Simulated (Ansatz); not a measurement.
Consider the ligand exchange at a B–O bond: `[SiH3]OBS` + H₂S → `SBS` + `O[SiH3]`.

Program: Ansatz. Geometries: PBE0-D4/def2-TZVP. ΔE: electronic, gas phase. CCSD(T)/CBS adds triple-zeta CCSD(T) − MP2 to the extrapolated MP2 energy (def2 sets, frozen cores). This one scheme is used for every species. Functionals use def2-TZVPP. One conformer a species, not always the lowest.

`[SiH3]OBS`:

Cartesian coordinates in Å:
```
Si -0.689 1.194 -0.181
O -0.702 -0.362 0.356
B 0.083 -1.452 0.471
S 1.806 -1.571 -0.058
H -0.909 2.085 0.982
H 0.608 1.532 -0.826
H -1.784 1.345 -1.166
H -0.365 -2.446 0.963
H 1.952 -0.324 -0.540
```

H₂S:

```xyz
3

S     0.594   -0.173    0.041
H    -0.248    0.028   -0.985
H    -0.346    0.145    0.944
```

`SBS`:

Cartesian coordinates in Å:
```
S 0.529 -0.541 -1.656
B -0.211 0.297 -0.266
S 0.070 -0.214 1.423
H 1.214 -1.487 -0.988
H -0.910 1.224 -0.524
H -0.691 0.721 2.012
```

`O[SiH3]`:

```xyz
6

O    -0.890   -0.067    0.920
Si    0.157   -0.086   -0.353
H    -0.657    0.464    1.682
H     0.351    1.275   -0.925
H    -0.454   -0.976   -1.367
H     1.493   -0.610    0.042
```

```tsv
level	ΔE (kcal/mol)
CAM-B3LYP-D4	12.4
LC-ωPBE	9.4
SCS-MP2/def2-TZVPP	10.4
CCSD(T)/def2-TZVPP	10.5
```

Q: What does CCSD(T)/CBS give? (Best estimate.)

A: Ansatz gave: +10.3 kcal/mol. The listed levels differ from it by 2.1, -0.9, 0.1, 0.2 kcal/mol.

Largest T1 diagnostic among the species: 0.014.

From PBE to PBE0 (25 % exact exchange), in def2-TZVPP and without D4, ΔE moves by +0.8 kcal/mol. At CCSD(T), def2-SVP lies +2.3 kcal/mol from the extrapolated value and def2-TZVPP +0.3 kcal/mol. In def2-TZVPP, CCSD(T) changes the Hartree–Fock value by −3.4 kcal/mol (the triples alone add −0.7 kcal/mol) and MP2 by −4.6 kcal/mol.
